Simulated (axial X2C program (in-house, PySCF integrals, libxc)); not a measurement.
**Excited states of ScH by EOM-EE-CCSD**

Computed with an in-house all-electron X2C program for linear molecules (integrals from PySCF): two-component X2C with atomic mean-field Coulomb and Gaunt terms, Gaussian nuclei, basis Sc dyall-acv3z, H dyall-av3z with contracted cores.

R = 1.849 Å (near the PBE0 minimum at charge 0 of the determinant lowest at the starting distance; the state shown can have its own minimum elsewhere, which is not the closed-shell reference).

Hartree–Fock spinors of ScH (one of each Kramers pair; a window near the gap, which can cut inner shells):

| ω | occupied | ε (eV) | character |
| --- | --- | --- | --- |
| 1/2 | yes | -10.88 | 58% H s, 17% Sc d, 12% Sc s |
| 1/2 | yes | -6.38 | 55% Sc s, 21% Sc d, 13% Sc p |
| 1/2 | no | 0.20 | 98% Sc p |
| 3/2 | no | 0.20 | 98% Sc p |
| 1/2 | no | 0.25 | 65% Sc p, 29% Sc s, 4% Sc d |
| 1/2 | no | 0.35 | 68% Sc s, 31% Sc p |
| 1/2 | no | 0.66 | 93% Sc p, 4% Sc d, 3% H p |
| 3/2 | no | 0.66 | 93% Sc p, 4% Sc d, 3% H p |

Vertical excitation energies from the closed-shell determinant state of ScH:

```
 Ω  excitation (eV)  cm⁻¹         hole of the leading pair  particle of the leading pair  weight of the pair (for Ω = 0 its time-reversed partner can hold as much again)  singles weight
0⁻            0.826  6663  49% Sc sσ, 24% Sc dσ, 15% Sc pσ          53% Sc dσ, 38% Sc pσ                                                                             0.48            0.97
 1            0.826  6664  49% Sc sσ, 24% Sc dσ, 15% Sc pσ          53% Sc dσ, 38% Sc pσ                                                                             0.97            0.97
 1            1.168  9424  50% Sc sσ, 24% Sc dσ, 15% Sc pσ                     99% Sc dδ                                                                             0.96            0.96
 2            1.173  9461  50% Sc sσ, 24% Sc dσ, 15% Sc pσ                     99% Sc dδ                                                                             0.49            0.96
 3            1.178  9499  50% Sc sσ, 24% Sc dσ, 15% Sc pσ                     99% Sc dδ                                                                             0.96            0.96
```

This point took 45 s on 1 thread of Arm Neoverse V1, on a shared host.

Reference electrons by ω block (each with its −ω partner): 1/2: 9, 3/2: 2. 12 electrons of ScH correlated (inner shells frozen), 88 natural virtual spinors (a truncated set); levels can be off by some tenths of an eV. Roots sought by Ω: (0: 5, 1: 4, 2: 3, 3: 1); the list ends where they run out and leaves out roots under 60 % singles weight. The solver can skip a root, and states that need a further excitation, which the method places far too high, are missing though they may lie low or lowest. T1 of the reference 0.029 (Lee–Taylor). Number of frozen shells: Sc 2 s, 1 p; H none. The closed-shell reference lies 0.05 eV above the lowest PBE0 determinant. Large amplitudes in the reference (orbital relaxation or multireference character) lower the reliability.
